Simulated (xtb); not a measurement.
GeFBr, SMILES [Br][Ge][F] (connectivity only; charge and spin as stated), neutral, multiplicity 1. All values are semi-empirical tight-binding results from xtb (GFN2-xTB unless named), good for trends rather than for accurate numbers. Geometry optimised at GFN2-xTB.

Optimised geometry:

```xyz
3

Ge     0.4511     0.9718     0.0000
F     -1.2433     1.6326     0.0000
Br    -0.0927    -1.3083     0.0000
```

For metal compounds this method's bond lengths and energies can be far off.

Computed properties:
The point group as xtb finds it comes out as Cs. The orbital gap comes out as 3.72 eV. The zero-point energy is 1.2 kcal/mol. The G − E(el) at 298.15 K (modified RRHO) is -17.3 kcal/mol.

Computed atomic charges and the Wiberg bond orders between heavy atoms:
charges (e) Ge1 0.47, F2 -0.31, Br3 -0.17. Bond orders Ge1–F2 1.19, Ge1–Br3 1.36.
